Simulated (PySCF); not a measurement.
Geometry:
```
atom   x (Å)   y (Å)   z (Å)
  C1   2.720  -0.962  -0.374
  O2   1.348  -0.924  -0.636
  C3   0.626  -0.062   0.183
  C4   0.759   1.429  -0.110
  C5  -0.524   2.092   0.431
  B6  -1.493   0.861   0.898
  N7  -0.816  -0.386   0.054
  C8  -1.256  -0.350  -1.353
  C9  -1.122  -1.700   0.631
 H10   3.215   0.000  -0.595
 H11   3.159  -1.736  -1.019
 H12   2.926  -1.224   0.682
 H13   0.868  -0.254   1.246
 H14   1.684   1.815   0.347
 H15   0.879   1.553  -1.199
 H16  -0.298   2.754   1.280
 H17  -0.971   2.735  -0.344
 H18  -2.676   0.905   0.583
 H19  -1.341   0.548   2.078
 H20  -2.323  -0.599  -1.382
 H21  -1.127   0.662  -1.754
 H22  -0.675  -1.063  -1.954
 H23  -0.789  -1.715   1.676
 H24  -2.209  -1.851   0.611
 H25  -0.616  -2.495   0.063
```

Geometry: PBE0-D3(BJ)/def2-SVP; GIAO absolute shieldings from PySCF, gas phase, non-relativistic, averaged over equivalent atoms.

At WP04/pcSseg-1 (233 basis functions, 49 s wall time on 1 thread of an Arm Neoverse V2, shared host):
| atoms | σ (ppm) |
| --- | --- |
| C3 | 69.7 |
| C1 | 114.6 |
| C9 | 123.4 |
| C8 | 131.0 |
| C4 | 141.5 |
| C5 | 164.1 |
| O2 | 275.3 |
| B6 | 100.9 |
| N7 | 165.7 |
| H13 | 27.90 |
| H10/H11/H12 | 28.42 |
| H23/H24/H25 | 29.20 |
| H20/H21/H22 | 29.36 |
| H14 | 29.57 |
| H18 | 29.70 |
| H19 | 29.84 |
| H15 | 30.26 |
| H17 | 30.90 |
| H16 | 30.98 |

Question: Predict the values at PBE0/pcSseg-1 on the same geometry.

Answer: 
```tsv
atoms	σ at PBE0/pcSseg-1	change
C3	84.0	+14.3
C1	127.9	+13.3
C9	135.6	+12.2
C8	144.8	+13.8
C4	156.2	+14.7
C5	180.2	+16.1
O2	292.9	+17.6
B6	108.9	+8.0
N7	184.8	+19.1
H13	27.62	-0.28
H10/H11/H12	27.99	-0.43
H23/H24/H25	28.88	-0.32
H20/H21/H22	29.09	-0.27
H14	29.11	-0.46
H18	28.89	-0.81
H19	29.01	-0.83
H15	29.99	-0.27
H17	30.51	-0.39
H16	30.58	-0.40
```

The largest change is at N7 (donor nitrogen of a Lewis adduct). Cost: 233 basis functions, 60 s wall time on 1 thread of an Arm Neoverse V2, shared host. The order of the carbon signals is the same at both levels.

A carbon bonded to boron is broadened by the quadrupolar boron nucleus and is often missing from a measured spectrum.
